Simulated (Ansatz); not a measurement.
Basis sets compared for GeMe(NHMe)3 (C4H15GeN3). Charge 0, multiplicity 1. Geometry PBE-D4/def2-SVP. Ansatz on 4 threads of Intel Xeon on a shared host; times are rough, and most runs start from earlier orbitals.

| atom | x (Å) | y (Å) | z (Å) |
| --- | --- | --- | --- |
| Ge1 | 0.3226 | 0.0165 | 0.2710 |
| C2 | 2.2494 | 0.3974 | 0.2698 |
| H3 | 2.4462 | 1.4754 | 0.1021 |
| H4 | 2.7509 | -0.1784 | -0.5322 |
| H5 | 2.6869 | 0.1093 | 1.2451 |
| N6 | -0.2738 | -1.6975 | 0.5914 |
| C7 | -0.0364 | -2.7939 | -0.3301 |
| H8 | -0.2198 | -1.9647 | 1.5784 |
| H9 | -0.8214 | -3.5790 | -0.2404 |
| H10 | -0.0798 | -2.4067 | -1.3688 |
| H11 | 0.9524 | -3.3048 | -0.2129 |
| N12 | -0.3159 | 0.3055 | -1.4481 |
| C13 | 0.0634 | 1.4580 | -2.2436 |
| H14 | -1.3084 | 0.0670 | -1.5422 |
| H15 | -0.4284 | 2.4233 | -1.9600 |
| H16 | 1.1588 | 1.6268 | -2.1700 |
| H17 | -0.1515 | 1.2903 | -3.3229 |
| N18 | -0.4097 | 0.9420 | 1.7015 |
| C19 | -1.8514 | 1.0000 | 1.8823 |
| H20 | 0.0527 | 1.8342 | 1.9013 |
| H21 | -2.3853 | 1.7371 | 1.2308 |
| H22 | -2.2829 | 0.0015 | 1.6615 |
| H23 | -2.1184 | 1.2406 | 2.9359 |

The 6-31G sets use Cartesian d functions. B3LYP takes the VWN-RPA correlation.

Binding counts from free atoms (Ge triplet, C triplet, H doublet, N quartet) in the same basis, without a counterpoise term.

```json
{"level": "PBE-D4/def2-SVP", "functions": "205", "energy (Eh)": "-2401.5070", "HOMO (eV)": "-4.49", "LUMO (eV)": "0.41", "binding per atom (eV)": "3.88", "wall time": "7.5 s"}
{"level": "PBE-D4/def2-TZVP", "functions": "355", "energy (Eh)": "-2402.1381", "HOMO (eV)": "-4.73", "LUMO (eV)": "-0.15", "binding per atom (eV)": "3.86", "wall time": "15 s"}
{"level": "B3LYP-D4/6-31G", "functions": "122", "energy (Eh)": "-2402.3881", "HOMO (eV)": "-5.50", "LUMO (eV)": "1.25", "binding per atom (eV)": "3.72", "wall time": "9.6 s"}
{"level": "B3LYP-D4/def2-TZVP", "functions": "355", "energy (Eh)": "-2402.9541", "HOMO (eV)": "-5.87", "LUMO (eV)": "0.35", "binding per atom (eV)": "3.79", "wall time": "26 s"}
{"level": "PBE0-D4/def2-SVP", "functions": "205", "energy (Eh)": "-2401.6082", "HOMO (eV)": "-5.91", "LUMO (eV)": "1.30", "binding per atom (eV)": "3.82", "wall time": "13 s"}
{"level": "PBE0-D4/def2-TZVP (with forces)", "functions": "355", "energy (Eh)": "-2402.2303", "HOMO (eV)": "-6.09", "LUMO (eV)": "0.67", "binding per atom (eV)": "3.79", "wall time": "40 s"}
{"level": "BHLYP-D4/def2-TZVP", "functions": "355", "energy (Eh)": "-2402.6612", "HOMO (eV)": "-7.40", "LUMO (eV)": "1.29", "binding per atom (eV)": "3.69", "wall time": "27 s"}
```

(1) Estimate the rows for PBE-D4/def2-TZVPD, PBE0-D4/def2-TZVPD, BHLYP-D4/def2-TZVPD.

Results:

(1) 
```tsv
level	functions	energy (Eh)	HOMO (eV)	LUMO (eV)	binding per atom (eV)	wall time
PBE-D4/def2-TZVPD	448	-2402.1419	-4.80	-0.62	3.86	29 s
PBE0-D4/def2-TZVPD	448	-2402.2334	-6.14	0.04	3.80	46 s
BHLYP-D4/def2-TZVPD	448	-2402.6640	-7.43	0.51	3.69	55 s
```
